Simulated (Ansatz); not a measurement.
Mean bond length (Å) of eight silicon and germanium compounds: PBE-D3(BJ) beside B3LYP-D3(BJ), computed with Ansatz (a quantum-chemistry and plane-wave program) for isolated molecules in the bases named; differences from unrounded values. The eight are the first of their class met in an unordered collection, after screening for sound electronic states; none was chosen by its value. Each level has its own optimised geometry.

```tsv
molecule	basis	B3LYP-D3(BJ)
CH5ClFNSi2, SMILES F[Si@@H]1CN[Si@H]1Cl	def2-SVP	1.582
chloro(silyloxy)silane (ClH₅OSi₂), SMILES [SiH3]O[SiH2]Cl	def2-SVP	1.603
chloro(disilanyl)silane (ClH7Si3), SMILES [SiH3][SiH2][SiH2]Cl	def2-SVP	1.724
F2H4OSi2, SMILES [SiH](O[SiH3])(F)F	def2-SVP	1.556
Si(AsH2)(F)3 (AsF3H2Si), SMILES F[Si](F)([AsH2])F	def2-SVP	1.706
C2H7FOSi2, SMILES C[Si@H](F)C(=O)[SiH3]	def2-SVP	1.489
C₃H₆F₂Si, SMILES F[SiH2]/C(=C/C)F	def2-SVP	1.370
CH4ClFOSi2, SMILES [Si@H]1([Si@@H](F)OC1)Cl	def2-SVP	1.629
```

Task: Estimate the PBE-D3(BJ) values and say how PBE-D3(BJ) differs from B3LYP-D3(BJ) over the set. (Estimate from the structure and the level; the computed values follow.)

Result: 
```json
[
 {"molecule": "CH5ClFNSi2, SMILES F[Si@@H]1CN[Si@H]1Cl", "PBE-D3(BJ)": "1.591", "difference": "0.009"},
 {"molecule": "chloro(silyloxy)silane (ClH₅OSi₂), SMILES [SiH3]O[SiH2]Cl", "PBE-D3(BJ)": "1.616", "difference": "0.013"},
 {"molecule": "chloro(disilanyl)silane (ClH7Si3), SMILES [SiH3][SiH2][SiH2]Cl", "PBE-D3(BJ)": "1.734", "difference": "0.010"},
 {"molecule": "F2H4OSi2, SMILES [SiH](O[SiH3])(F)F", "PBE-D3(BJ)": "1.569", "difference": "0.013"},
 {"molecule": "Si(AsH2)(F)3 (AsF3H2Si), SMILES F[Si](F)([AsH2])F", "PBE-D3(BJ)": "1.716", "difference": "0.011"},
 {"molecule": "C2H7FOSi2, SMILES C[Si@H](F)C(=O)[SiH3]", "PBE-D3(BJ)": "1.500", "difference": "0.010"},
 {"molecule": "C₃H₆F₂Si, SMILES F[SiH2]/C(=C/C)F", "PBE-D3(BJ)": "1.379", "difference": "0.008"},
 {"molecule": "CH4ClFOSi2, SMILES [Si@H]1([Si@@H](F)OC1)Cl", "PBE-D3(BJ)": "1.639", "difference": "0.010"}
]
```
PBE-D3(BJ) lies below B3LYP-D3(BJ) in 0 and above it in 8 of the eight; the mean signed difference is 0.010 and the largest 0.013 Å.
